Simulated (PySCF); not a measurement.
# Unknown compound

An unknown has the formula C$_{6}$H$_{11}$NSi$_{2}$. Its calculated NMR data are:

1H NMR (400 MHz, computed): δ 7.23 (m, 2H), 6.94 (d, 2H), 6.91 (t, 1H), 5.07 (s, 6H).

13C{1H} NMR (computed): δ 152.3 (C), 131.6 (CH), 123.0 (CH), 120.6 (CH).

Calculated, not measured (PySCF 2.14): PBE/pcSseg-1 with gauge-including orbitals, structure optimised with PBE0-D3(BJ)/def2-SVP. Single conformer, equivalent nuclei averaged, non-relativistic Hamiltonian, no solvent model.

Referencing at the same level of theory: 1H (σ = 31.20 ppm), 13C (σ = 180.03 ppm) against TMS.

Q: Deduce the structure.

A: 
1. The formula gives 4 degrees of unsaturation (1 ring in the answer).
2. 4 carbon signals for 6 carbons: some carbons are equivalent by symmetry or fast rotation.
3. Carbon types of the structure: 1 × C, 5 × CH, leaving 6 H on heteroatoms.
4. δC 152.3: aromatic carbon bearing nitrogen; an ipso carbon deshielded by its heteroatom.
5. δC 131.6, 123.0, 120.6: aromatic CH.
6. δH 7.23, 6.94, 6.91: hydrogen on an aromatic CH.
7. δH 5.07: hydrogen on a silicon bonded to N.

Structure: `[SiH3]N([SiH3])c1ccccc1`.

The data come from this structure; uniqueness wasn't tested.

Shifts are as computed. Against solution values, carbons near 30 ppm lie about +2 ppm off and those near 130 ppm about +2 ppm. Of 1211 compounds with measured shifts, 218 miss one by over three times the rms of a fit or turn the order of signals round; such compounds aren't used in these exercises. Multiplicities follow the n + 1 count of equivalent neighbours, as no J values were calculated; m marks all less simple cases, F and P coupling included.
